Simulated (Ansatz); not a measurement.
Species: Br2ClSi, SMILES `Cl[Si](Br)Br` (charge 0, multiplicity 2), formula Br2ClSi.

**Question.** How many basis functions does frozen-core CCSD(T)/cc-pVTZ // B3LYP-D3(BJ)/def2-TZVP run with Ansatz (a program for electronic structure) use, how many core orbitals are frozen, and how many electrons are correlated?

**Answer.** 154 basis functions and 28 frozen orbitals, which leaves 45 correlated electrons (filled d shells below the valence shell are correlated). Core time is of the order of minutes.
